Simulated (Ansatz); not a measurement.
Isolated molecules relaxed with PBE0-D4/def2-TZVP in Ansatz; ΔE leaves out vibrations. CCSD(T)/CBS adds triple-zeta CCSD(T) − MP2 to the extrapolated MP2 energy (def2 sets, frozen cores). Functionals use def2-TZVPP. B3LYP here is the variant with VWN-RPA as its local correlation; programs differ in this. def2 core potentials past Kr. For In outer-core shells are correlated without core-valence functions, which leaves a few kJ/mol of doubt a bond. One conformer a species, not always the lowest.

Reaction (redistribution): `[CH3][InH][CH2]F` + `[SiH3]NP` → `[CH3][InH][PH2]` + `FCN[SiH3]`

```json
{"level": "PBE-D4", "ΔE (kcal/mol)": "-21.0", "difference from CCSD(T)/CBS": "-1.9"}
{"level": "r2SCAN-D4", "ΔE (kcal/mol)": "-21.0", "difference from CCSD(T)/CBS": "-1.9"}
{"level": "PBE0-D4", "ΔE (kcal/mol)": "-21.2", "difference from CCSD(T)/CBS": "-2.1"}
{"level": "B3LYP-D4", "ΔE (kcal/mol)": "-18.9", "difference from CCSD(T)/CBS": "0.2"}
{"level": "ωB97X-V", "ΔE (kcal/mol)": "-18.9", "difference from CCSD(T)/CBS": "0.2"}
{"level": "ωB97M-V", "ΔE (kcal/mol)": "-18.5", "difference from CCSD(T)/CBS": "0.6"}
{"level": "B2PLYP", "ΔE (kcal/mol)": "-19.4", "difference from CCSD(T)/CBS": "-0.3"}
{"level": "PBE", "ΔE (kcal/mol)": "-21.2", "difference from CCSD(T)/CBS": "-2.1"}
{"level": "r2SCAN", "ΔE (kcal/mol)": "-21.1", "difference from CCSD(T)/CBS": "-2.0"}
{"level": "PBE0", "ΔE (kcal/mol)": "-21.4", "difference from CCSD(T)/CBS": "-2.3"}
{"level": "B3LYP", "ΔE (kcal/mol)": "-19.4", "difference from CCSD(T)/CBS": "-0.3"}
{"level": "HF/def2-TZVPP", "ΔE (kcal/mol)": "-19.3", "difference from CCSD(T)/CBS": "-0.2"}
{"level": "MP2/def2-TZVPP", "ΔE (kcal/mol)": "-19.9", "difference from CCSD(T)/CBS": "-0.8"}
{"level": "SCS-MP2/def2-TZVPP", "ΔE (kcal/mol)": "-18.7", "difference from CCSD(T)/CBS": "0.4"}
{"level": "CCSD/def2-TZVPP", "ΔE (kcal/mol)": "-19.4", "difference from CCSD(T)/CBS": "-0.3"}
{"level": "CCSD(T)/def2-TZVPP", "ΔE (kcal/mol)": "-19.7", "difference from CCSD(T)/CBS": "-0.6"}
{"level": "HF/def2-QZVPP", "ΔE (kcal/mol)": "-18.8", "difference from CCSD(T)/CBS": "0.3"}
{"level": "MP2/def2-QZVPP", "ΔE (kcal/mol)": "-19.4", "difference from CCSD(T)/CBS": "-0.3"}
{"level": "SCS-MP2/def2-QZVPP", "ΔE (kcal/mol)": "-18.3", "difference from CCSD(T)/CBS": "0.8"}
{"level": "HF/CBS(def2)", "ΔE (kcal/mol)": "-18.8", "difference from CCSD(T)/CBS": "0.3"}
{"level": "MP2/CBS(def2)", "ΔE (kcal/mol)": "-19.3", "difference from CCSD(T)/CBS": "-0.2"}
{"level": "CCSD/CBS(def2)", "ΔE (kcal/mol)": "-18.8", "difference from CCSD(T)/CBS": "0.3"}
{"level": "CCSD(T)/CBS", "ΔE (kcal/mol)": "-19.1", "difference from CCSD(T)/CBS": "0"}
```

Largest T1 diagnostic among the species: 0.013.
